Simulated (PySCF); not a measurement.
CH$_{3}$S (SMILES C[S]), doublet, geometry from GFN2-xTB, with bond 4-1 at 1.3 times its length. Base run: BLYP/6-31G** run with PySCF.

PySCF was given this input:
```python
from pyscf import gto, scf, dft

mol = gto.Mole()
mol.atom = '''
    C    -1.10429770   -0.03302885   -0.00267183
    S     0.68716345    0.02055263    0.00166258
    H    -1.43620067   -0.64745027   -0.83576429
    H    -1.54855196   -0.59078084    1.21743121
    H    -1.48659665    0.97885016   -0.11067499
'''
mol.basis = '6-31g**'
mol.spin = 1
mol.verbose = 4
mol.build()

mf = dft.UKS(mol)
mf.xc = 'blyp'
mf.kernel()
```

Variants of this job, named by their change:

```json
[
 {"change": "base", "ΔE vs base (µEh)": "0.0", "SCF cycles": "11", "<S^2>": "0.753"},
 {"change": "diis_space = 2", "ΔE vs base (µEh)": "0.0", "SCF cycles": "42", "<S^2>": "0.753"},
 {"change": "solver = newton", "ΔE vs base (µEh)": "0.0", "SCF cycles": "-", "<S^2>": "0.753"},
 {"change": "level_shift = 1.0 (with mf.max_cycle = 100)", "ΔE vs base (µEh)": "0.0", "SCF cycles": "54", "<S^2>": "0.753"},
 {"change": "DIIS = ADIIS", "ΔE vs base (µEh)": "0.0", "SCF cycles": "16", "<S^2>": "0.753"},
 {"change": "level_shift = 0.3 (with mf.max_cycle = 100)", "ΔE vs base (µEh)": "0.0", "SCF cycles": "19", "<S^2>": "0.753"},
 {"change": "init_guess = 1e", "ΔE vs base (µEh)": "0.0", "SCF cycles": "31", "<S^2>": "0.753"},
 {"change": "conv_tol = 1e-11", "ΔE vs base (µEh)": "0.0", "SCF cycles": "13", "<S^2>": "0.753"},
 {"change": "diis_space = 4", "ΔE vs base (µEh)": "0.0", "SCF cycles": "13", "<S^2>": "0.753"},
 {"change": "conv_tol = 1e-12", "ΔE vs base (µEh)": "0.0", "SCF cycles": "14", "<S^2>": "0.753"},
 {"change": "init_guess = sap", "ΔE vs base (µEh)": "0.0", "SCF cycles": "15", "<S^2>": "0.753"},
 {"change": "diis = off; damp = 0.6 (with mf.diis_start_cycle = 200; with mf.max_cycle = 150)", "ΔE vs base (µEh)": "0.0", "SCF cycles": "22", "<S^2>": "0.753"},
 {"change": "diis_space = 12", "ΔE vs base (µEh)": "0.0", "SCF cycles": "11", "<S^2>": "0.753"}
]
```

Open shells are given as the SCF converged; they aren't shown to be the lowest states, and a large step between rows can be another state.
